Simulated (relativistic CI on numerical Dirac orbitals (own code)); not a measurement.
**What each ingredient does to the levels of F⁶⁺**

Base calculation: Dirac-Coulomb-Breit CI, orbitals from a KLI potential per configuration, model QED, unscaled Slater integrals.

Configuration list (outside the closed core 1s2): 2s, 2p, 3s, 3p, 3d, 4s, 4p, 4f, 4d, 5s, 5p, 5g, 5f, 5d, 6s, 6p, 6d. Levels of other configurations are missing.

Variants: (1) Breit term removed; (2) non-relativistic limit. Shifts of the energy above 2s ²S1/2, in cm⁻¹, for the lowest level and the first level of each name with at least 55 % of one term (blank where a level changes its place among those of its configuration and J or its character, or is not in the variant):

```
    Level     Base  Δ(1)   Δ(2)  Measured
 2s ²S1/2        0     0      0         0
2p ²P°1/2   113158   -91   -474          
2p ²P°3/2   114114   +39  -1430          
 3s ²S1/2   853716   +98  -1008    854625
3p ²P°1/2   884537   +67  -1138    885136
3p ²P°3/2   884813  +108  -1414    885418
 3d ²D3/2   894472  +133  -1386    895632
 3d ²D5/2   894558  +134  -1472    895722
 4s ²S1/2  1139307  +119  -1290   1140416
4p ²P°1/2  1151904  +106  -1342          
4p ²P°3/2  1152018  +123  -1457          
 4d ²D3/2  1156034  +133  -1447   1157223
 4d ²D5/2  1156070  +134  -1483   1157255
4f ²F°5/2  1156212  +134  -1483          
4f ²F°7/2  1156230  +134  -1501          
 5s ²S1/2  1268666  +127  -1397   1269826
5p ²P°1/2  1275007  +119  -1422          
5p ²P°3/2  1275066  +128  -1481          
 5d ²D3/2  1277109  +133  -1476          
 5d ²D5/2  1277127  +134  -1494          
5f ²F°5/2  1277205  +134  -1494          
5f ²F°7/2  1277215  +134  -1503
```

At this charge configurations can still be misplaced by up to about 7 % of their energy. 10 of the 10 excited levels that our extract of the measured tables holds in this range could be paired (the sources list more); they are missed by 1027 cm⁻¹ on average and 1189 at most, and levels without a partner can miss by more.

Measured levels: Moore, Atomic Energy Levels, vol. I, NSRDS-NBS 35 (1971 reprint of NBS Circular 467, 1949).

Ionisation energy from the two ground configurations alone: base 185.022 eV. The NIST ASD value (measured) is 185.187 eV.
